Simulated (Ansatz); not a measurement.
Reactions of `C/C=C\CCC`.

Program: Ansatz. Geometries: PBE0-D4/def2-TZVP. ΔE: electronic, gas phase. CCSD(T)/CBS is the MP2 limit (def2-TZVPP, def2-QZVPP) plus CCSD(T) − MP2 in def2-TZVPP, frozen cores. This one scheme is used for every species, atoms too. Double bonds are as drawn, so ΔE can hold a change between cis and trans. Functionals use def2-TZVPP. B3LYP here is the variant with VWN-RPA as its local correlation; programs differ in this. No spin–orbit coupling; open shells (•) take unrestricted orbitals. Spin–orbit coupling would lower the free atoms: a little for C. One conformer a species, not always the lowest.

| reaction | CCSD(T)/CBS(def2) (kcal/mol) |
| --- | --- |
| `C/C=C\CCC` → `C/C=C(/C)CC` | -2.2 |
| `C/C=C\CCC` + CH₄ → `C/C=C\C` + propane | 2.3 |
| `C/C=C\CCC` + H₂ → `C/C=C\C` + ethane | -13.8 |
| `C/C=C\CCC` + ethane → `C/C=C\CC` + propane | 0.3 |
| `C/C=C\CCC` → `C=CCCC` + `[CH2]` (triplet) | 105.4 |
| `C/C=C\CCC` + `C[SiH2]O` → `CCO[SiH2]C` + `C/C=C\C` | ? |
| `C/C=C\CCC` → `C/C=C\CC` + `[CH2]` (triplet) | 104.5 |
| `C/C=C\CCC` + H₂ → `C/C=C\CC` + CH₄ | -15.7 |
| `C/C=C\CCC` + `BC(=O)O` → `BC(=O)OC` + `C/C=C\CC` | ? |
| `C/C=C\CCC` → 6 C• + 12 H• | ? |

(1) Fill in the missing values. (An estimate is asked.)

Largest T1 diagnostic: 0.019, for `BC(=O)O`.

Answers

(1) Computed: `C/C=C\CCC` + `C[SiH2]O` → `CCO[SiH2]C` + `C/C=C\C`: +10.4 kcal/mol; `C/C=C\CCC` + `BC(=O)O` → `BC(=O)OC` + `C/C=C\CC`: +10.4 kcal/mol; `C/C=C\CCC` → 6 C• + 12 H•: +1744.0 kcal/mol.
